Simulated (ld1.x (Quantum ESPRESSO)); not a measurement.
beryllium, TM: configuration errors across variants

ld1.x (Quantum ESPRESSO) 7.5 input, shortened:

```
&input
   title='Be', zed=4., rel=0, dft='PBESOL', iswitch=3,
   config='[He] 2s1 2p1'
 /
 &inputp
   pseudotype=2, tm=.true., lloc=0,
   nlcc=.true., rcore=0.90
 /
2
2P  2  1   1.00   0.00  4.20  4.20  0.0
2S  1  0   1.00   0.00  1.55  1.55  0.0
 &test
   configts(1)='2s1 2p1'
 /
```

All-electron excitation energies from the reference (eV): (1) 2s2 2p0 -3.592; (2) 2s1 2p0 5.864; (3) 2s1.5 2p0 0.129; (4) 2s0 2p2 3.615; (5) 2s0 2p1 9.768.

The overlap operator is not positive definite (basis up to 400 Ry) in “type PAW; waves now 2s (bound): rcut 1.35, rcutus 1.55 bohr; 2s channel at 0.85 Ry: rcut 1.35, rcutus 1.55 bohr; 2p (bound): rcut 3.65, rcutus 4.20 bohr; 2p channel at 3.7 Ry: rcut 3.65, rcutus 4.20 bohr; local potential all-electron potential smoothed inside 3.20 bohr (lloc = -2); augmentation BESSEL, radius 1.00 bohr”. Such files are unfit for use, however small their errors in these radial tests.

3 further variants failed, have other tests or another functional or relativity, and are left out.

Errors AE − PS in meV (a dash: test not solved or not reliable):

```tsv
change	(1)	(2)	(3)	(4)	(5)	bound ghosts
base	-23	+74	+16	-25	-67	none
wave 2p (bound): rc 4.20 bohr becomes 2p (bound): rc 4.98 bohr	-37	+136	+37	-38	-103	none
wave 2s (bound): rc 1.55 bohr becomes 2s (bound): rc 1.40 bohr	-23	+74	+16	-25	-68	none
local potential all-electron potential smoothed inside 4.10 bohr (lloc = -1)	-21	+98	+19	-25	-71	none
type PAW; waves now 2s (bound): rcut 1.35, rcutus 1.55 bohr; 2s channel at 0.85 Ry: rcut 1.35, rcutus 1.55 bohr; 2p (bound): rcut 3.65, rcutus 4.20 bohr; 2p channel at 3.7 Ry: rcut 3.65, rcutus 4.20 bohr; local potential all-electron potential smoothed inside 3.20 bohr (lloc = -2); augmentation BESSEL, radius 1.00 bohr	–	–	–	–	–	not determined (overlap not positive)
all radii but the core radius scaled by about 1.32 (s 2.04, p 5.54 bohr)	-50	+188	+55	-51	-130	none
core correction a·sin(br)/r model core inside 1.04 bohr	-23	+75	+17	-24	-64	none
```

(1) Give the same row for: all radii but the core radius scaled by about 0.92 (s 1.42, p 3.86 bohr).

Results:

(1) -17, +52, +10, -19, -51; bound ghosts: none.
